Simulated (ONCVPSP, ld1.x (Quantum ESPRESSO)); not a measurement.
**Potentials for oxygen (O) compared**

Generated with ld1.x 7.5 (TM, RRKJ, ultrasoft, PAW), atompaw 4.2 or ONCVPSP 4.0.1. The cutoff is in Ry: for ld1.x and atompaw files where the sum of valence levels is converged to 10 mRy in a Bessel basis, for ONCV files where the hardest occupied wave has 1 mHa per electron of residual kinetic energy. The error is the largest all-electron minus pseudo excitation energy over each file’s own four to seven test configurations (ionisations up to +4, promotions, holes and added fractions of an electron), all of which were solved. The labels leave out finer settings (local radius, basis sizes, second energies), which also bear on the numbers. Spin-polarised tests are not counted. The rows are a selection from randomly drawn settings: files with unsolved tests, undetermined cutoffs or missed reference levels are left out.

A true bound ghost makes a file unfit for plane-wave use even where its test errors are small: the radial tests pick states by their node count and pass the ghost by.

| potential | cutoff (Ry) | largest error (meV) | bound ghosts |
| --- | --- | --- | --- |
| ONCV, LDA (Perdew-Wang 92), non-relativistic, rc 0.70/1.60/1.50 (spd), local smoothed, core correction no, reference 2s2 2p3.5, qcut 9.8/8.6/7.4, projectors 1/3/1 | 83 | +1135 | none |
| ONCV, PBE, scalar-relativistic, rc 0.85/1.45/1.50 (spd), local smoothed, core correction no, reference 2s2 2p3, qcut 9.5/9.1/5.4, projectors 3/3/1 | 82 | +386 | s, p |
| ONCV, PBE, scalar-relativistic, rc 0.65/1.30 (sp), local smoothed, core correction yes, reference 2s2 2p3, qcut 8.3/11, projectors 2/2 | 94 | +254 | none |
| ONCV, PW91, scalar-relativistic, rc 0.85/1.95/1.85 (spd), local s, core correction yes, reference 2s2 2p2, qcut 6.1/5.9/5.6, projectors 0/3/1 | 407 | +2171 | none |
| ONCV, PBEsol, scalar-relativistic, rc 0.95/1.10/1.05 (spd), local smoothed, core correction yes, reference 2s2 2p3.5, qcut 8.5/12.6/7.8, projectors 2/1/3 | 102 | +286 | d |
| TM, PBE, scalar-relativistic, rc 0.60/1.25/1.25 (spd), local d, core correction yes, reference 2s2 2p2 | 200 | +627 | none |

Question: Fill in the row for O: ONCV, PBE, non-relativistic, rc 0.70/1.60/1.35 (spd), local smoothed, core correction yes, reference 2s2 2p4, qcut 8/7.3/7.6, projectors 2/2/1.

Answer: cutoff 136 Ry, largest error +1219 meV, bound ghosts: none.

Question: Fill in the row for O: ONCV, PBEsol, non-relativistic, rc 0.85/1.15/0.95 (spd), local smoothed, core correction yes, reference 2s2 2p3.5, qcut 8.5/14/10.4, projectors 2/2/1.

Answer: cutoff 108 Ry, largest error +166 meV, bound ghosts: none.

Question: Fill in the row for O: ONCV, LDA (Perdew-Wang 92), scalar-relativistic, rc 0.65/1.15/1.15 (spd), local smoothed, core correction no, reference 2s1.5 2p4.5, qcut 11.1/11.6/8.1, projectors 2/2/2.

Answer: cutoff 266 Ry, largest error +101 meV, bound ghosts: s.
